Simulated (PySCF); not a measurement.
**The first ionisation energy along the 3d series**

All values are computed (PySCF 2.14, energy differences of UHF-based or UKS calculations, no spin-orbit coupling). Values in eV. The last column holds reference values (NIST; (s) semi-empirical, (t) theoretical, else measured). Unmarked ones compare directly (S terms, centres of terms, or small fine structure); those marked * lie between the lowest fine-structure levels and include a spin-orbit shift.

```csv
element,configurations,UHF,MN15,MP2 (valence),SCS-MP2 (valence),reference
"Sc (jorge-DZP-DKH, spin-free X2C)",[Ar] 3d1 4s2 → [Ar] 3d1 4s1,5.365,6.702,5.981,6.102,6.562
"Ti (jorge-DZP-DKH, spin-free X2C)",[Ar] 3d2 4s2 → [Ar] 3d2 4s1,5.524,6.911,6.192,6.329,6.828
"Cr (jorge-DZP-DKH, spin-free X2C)",[Ar] 3d5 4s1 → [Ar] 3d5,5.946,6.491,6.232,6.041,6.767
"Mn (jorge-DZP-DKH, spin-free X2C)",[Ar] 3d5 4s2 → [Ar] 3d5 4s1,5.951,7.099,6.671,6.826,7.434
"Fe (jorge-DZP-DKH, spin-free X2C)",[Ar] 3d6 4s2 → [Ar] 3d6 4s1,6.342,7.787,7.079,7.206,7.904
"Co (jorge-DZP-DKH, spin-free X2C)",[Ar] 3d7 4s2 → [Ar] 3d8,8.161,7.142,7.568,7.640,7.869
"Ni (jorge-DZP-DKH, spin-free X2C)",[Ar] 3d8 4s2 → [Ar] 3d9,8.666,7.096,7.609,7.816,7.640 *
"Cu (jorge-DZP-DKH, spin-free X2C)",[Ar] 3d10 4s1 → [Ar] 3d10,6.446,7.483,6.947,6.877,7.726
"Zn (jorge-DZP-DKH, spin-free X2C)",[Ar] 3d10 4s2 → [Ar] 3d10 4s1,7.688,9.122,8.578,8.633,9.394
```

Task: Fill in the row of V (jorge-DZP-DKH, spin-free X2C) ([Ar] 3d3 4s2 → [Ar] 3d4).

Result: UHF 6.240; MP2 (valence) 6.516; SCS-MP2 (valence) 6.916; reference 6.732 (eV).

"Valence" correlates the outer s and p shells and, in groups 3 to 12 and the f block, the outer d or f shell, open or full, or the next shell where the ion has no valence electron left; the wider scheme adds the next inner shell.
